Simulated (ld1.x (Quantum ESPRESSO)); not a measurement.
Transferability test, TM potential for Ge

- Element: germanium (Ge)
- Generator: ld1.x (Quantum ESPRESSO) 7.5
- Type: norm-conserving Troullier–Martins (Kleinman–Bylander form)
- Functional: PBE
- Relativity: fully relativistic
- Frozen core: [Ar]
- Valence charge: 14
- Reference configuration: 3d10 4s2 4p2
- Partial waves: 4s (bound): rc 1.80 bohr; 4p (bound): rc 2.20 bohr; 3d (bound): rc 0.70 bohr
- Local potential: the d channel
- Core correction: none

Open shells are filled in proportion to 2j + 1 (rel_dist='average').

Energies are relative to the spin-unpolarised reference configuration 3d10 4s2 4p2; without spin polarisation the order of configurations can differ from experiment. Not all tests gave a result: 2 of 7 tests not solved or not reliable. Left out of the table: 3d10 4s1 4p0 (solver errors, printed error -3.5 eV); 3d9 4s2 4p3 (solver errors, printed error -1996 eV). The d channel is local and has no spin–orbit splitting in the pseudo-atom.

```tsv
valence configuration	charge	ΔE all-electron (eV)	error AE − PS (meV)
3d10 4s2 4p1	+1	7.446	+2.5
3d10 4s1 4p2	+1	16.159	+10
3d10 4s2 4p1.5	+0.5	2.803	+0.4
```

What are ΔE and the potential's error for 3d10 4s1 4p3?

ΔE = 7.969 eV all-electron; the error (AE − PS) is +3.0 meV.

What are ΔE and the potential's error for 3d10 4s2 4p0?

ΔE = 22.888 eV all-electron; the error (AE − PS) is +17 meV.

Levels in the configuration 3d10 4s2 4p0:

| level | all-electron (eV) | pseudo (eV) |
| --- | --- | --- |
| 3d j=3/2 | -49.538 | -48.910 |
| 3d j=5/2 | -48.951 | -48.910 |
| 4s j=1/2 | -29.246 | -29.206 |

Note: ghost states, extra bound levels that the all-electron valence spectrum of the same l lacks: s at -876.3 eV, p3/2 at -382.4 eV, p1/2 at -377.2 eV. A true bound ghost makes a file unfit for plane-wave use. The potential misses its own reference levels by up to 0.4 eV.
